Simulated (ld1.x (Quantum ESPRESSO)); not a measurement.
# aluminium (Al): one change to a TM potential, before and after

```
Element                 : aluminium
Generator               : ld1.x (Quantum ESPRESSO) 7.5
Type                    : norm-conserving Troullier–Martins (Kleinman–Bylander form)
Functional              : PBE
Relativity              : scalar-relativistic
Frozen core             : [Ne]
Valence charge          : 3
Reference configuration : 3s2 3p0 (charge +1)
Partial waves           : 3p (bound, empty): rc 2.45 bohr; 3d channel at 0.3 Ry: rc 1.80 bohr; 3s (bound): rc 1.95 bohr
Local potential         : the s channel
Core correction         : a·sin(br)/r model core inside 1.15 bohr
```

Change: functional LDA (PZ).

Cutoffs: the cutoffs (Ry, on a coarse ladder) from which the occupation-weighted sum of valence levels, in a spherical-Bessel basis at the reference potential, stays within 10 and 1 mRy of its value at 400 Ry; they do not see the model core or the augmentation charge, which bear on the density cutoff. Errors are all-electron minus pseudo energies relative to the spin-unpolarised reference configuration.

Task: Predict the effect on cutoff, ghosts and configuration errors.

Result: The potential gets neither clearly harder nor softer (10 Ry and 30 Ry → 10 Ry and 30 Ry); the number of tests with a reliable result goes from 7 to 9; of the 7 tests that both files solve, the error grows in 3 and shrinks in 2 by more than 15 % and 0.3 meV (median size 2.7 → 2.7 meV); neither file shows a bound ghost.

```tsv
quantity	base	changed
cutoff, loose	10 Ry	10 Ry
cutoff, tight	30 Ry	30 Ry
bound ghosts	none	none
error for 3s2 3p1, meV [ΔE -5.76 → -5.85 eV]	+2.7	+3.3
error for 3s1 3p0, meV [ΔE 19.23 → 19.38 eV]	+4.4	+2.3
error for 3s2 3p0.5, meV [ΔE -3.68 → -3.72 eV]	+1.0	+1.2
error for 3s2 3p1.3, meV [ΔE -6.34 → -6.44 eV]	+3.6	+4.4
error for 3s1 3p1, meV [ΔE 5.81 → 5.82 eV]	-2.3	-2.7
error for 3s1 3p2, meV [ΔE -0.62 → -0.69 eV]	-2.6	-1.4
error for 3s0 3p3, meV [ΔE 4.69 → 4.66 eV]	-12	-11
s: phases at 2.66 bohr within 0.05 rad from the reference energy up to (Ry; the scan ends near 5)	1.7	1.7
p: phases at 2.66 bohr within 0.05 rad from the reference energy up to (Ry; the scan ends near 5)	1.6	1.7
d: phases at 2.66 bohr within 0.05 rad from the reference energy up to (Ry; the scan ends near 5)	3.2	3.2
```
